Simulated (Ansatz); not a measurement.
Reaction (cleavage of the Si–Si bond): `[SiH3][SiH3]` + `OBS` → `[SiH3]OBS` + SiH₄

Gas-phase electronic energies from Ansatz, PBE0-D4/def2-TZVP geometries. CBS: MP2 limit from def2 TZ/QZ plus the TZ coupled-cluster correction, frozen cores. This one scheme is used for every species. Functionals use def2-TZVPP. Each species was taken in one conformer, which may not be the lowest.

```csv
level,ΔE (kJ/mol),difference from CCSD(T)/CBS
PBE-D4,-56.7,25.7
revPBE-D4,-58.5,23.9
BLYP-D4,-80.0,2.4
PBE0-D4,-63.6,18.8
BHLYP-D4,-93.5,-11.1
ωB97M-V,-83.4,-1.0
PBE,-54.7,27.7
r2SCAN,-72.8,9.6
r2SCANh,-74.0,8.4
HF/def2-TZVPP,-104.1,-21.7
CCSD(T)/CBS,-82.4,0
```

Largest T1 diagnostic among the species: 0.013.

From PBE to PBE0 (25 % exact exchange), in def2-TZVPP and without D4, ΔE moves by −7.1 kJ/mol. Leaving LDA and LC-ωPBE aside and taking each functional with its dispersion term where it has one, the values spread over 36.8 kJ/mol, from BHLYP-D4 to PBE-D4. LDA lies −4.4 kJ/mol from PBE without D4. In def2-TZVPP, CCSD(T) changes the Hartree–Fock value by +22.4 kJ/mol (the triples alone add +2.4 kJ/mol) and MP2 by +14.6 kJ/mol.
